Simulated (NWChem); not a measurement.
AlNH3Cl2, doublet

```xyz
7

Al    -0.0473     0.7110    -0.0968
Cl     0.7169    -0.5547    -1.6674
Cl     0.5122     0.1178     1.9002
N     -1.9367    -0.1299    -0.0466
H     -1.9688    -0.8677    -0.7552
H     -2.0619    -0.5614     0.8729
H     -2.7185     0.5056    -0.2108
```
Atoms are numbered in this order, from 1.

Program: NWChem. Pople sets run with spherical d functions. Spin-unrestricted. Structure relaxed at the PBE0/def2-SVP, spin-unrestricted level. The spin multiplicity was typed, not searched, and may not be the lowest. No stability test was run on the SCF state. Atomic charges in e: unrestrained fits to the electrostatic potential beside Mulliken populations; buried atoms are poorly determined by the fit.

For level UHF/6-31G*:

```yaml
ESP Al1: 0.25
Mulliken Al1: 0.67
Mulliken N4: -1.09
```

Problem. How do the values read with level B3LYP/def2-SVP instead?

Solution. 
- ESP Al1: 0.11
- Mulliken Al1: 0.43
- Mulliken N4: -0.20
